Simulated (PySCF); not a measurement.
Unknown compound

An unknown has the formula C7H12BF. Its calculated NMR data are:

1H NMR (300 MHz, computed): δ 7.68 (br, 2H), 6.07 (m, 1H), 5.89 (m, 1H), 2.23 (m, 1H), 2.19 (m, 1H), 2.00 (m, 1H), 1.69 (m, 1H), 1.42 (m, 3H), 0.99 (m, 1H).

13C{1H} NMR (computed): δ 142.3 (CH), 137.0 (CH), 91.8 (C), 57.2 (CH), 29.5 (CH2), 28.5 (CH3), 27.7 (CH2).

PySCF 2.14 calculation with PBE0/pcSseg-1 with gauge-including orbitals and geometry from PBE0-D3(BJ)/def2-SVP; gas phase, non-relativistic Hamiltonian, single conformer, equivalent nuclei averaged.

Referencing at the same level of theory: TMS for 1H (σref 31.27), 13C (σref 184.41).

**Question.** Which of these isomers gave the spectra?
A. C=C1C[C@@H](B(C)C)[C@@H]1F
B. C=C1C[C@@H](B(C)C)[C@H]1F
C. B[C@@H]1CCC=C[C@@]1(C)F

**Answer.** C. 

1. 7 carbon signals for 7 carbons: no two carbons are equivalent.
2. Carbon types of the structure: 1 × C, 3 × CH, 2 × CH2, 1 × CH3, leaving 2 H on heteroatoms.
3. δC 142.3, 137.0: alkene CH; the olefinic region.
4. δC 91.8: allylic fully substituted sp3 carbon bonded to F; pulled downfield by the heteroatom.
5. δC 27.7: sp3 CH2 in a ring; saturated and bonded to C and H only.
6. δH 6.07, 5.89: hydrogen on an alkene CH; attached to an sp2 carbon and in the plane of the double bond.
7. δH 2.23, 2.00: hydrogen on an allylic sp3 CH2; allylic position.

The others: C=C1C[C@@H](B(C)C)[C@@H]1F would give 6 carbon signals, not 7; C=C1C[C@@H](B(C)C)[C@H]1F would give 6 carbon signals, not 7.

Hydrogens on boron are broadened and split by 11B (spin 3/2, 80 %) and 10B (spin 3). A carbon bonded to boron is broadened by the quadrupolar boron nucleus and is often missing from a measured spectrum. Splittings by 19F in the carbon and heteronuclear signals aren't shown, as no couplings were computed. Shifts are as computed. Against solution values, carbons near 30 ppm lie about +2 ppm off and those near 130 ppm about +5 ppm. Of 1309 compounds with measured shifts, 239 miss one by over three times the rms of a fit or turn the order of signals round; such compounds aren't used in these exercises. Multiplicities follow the n + 1 count of equivalent neighbours, as no J values were calculated; m marks all less simple cases, F and P coupling included.
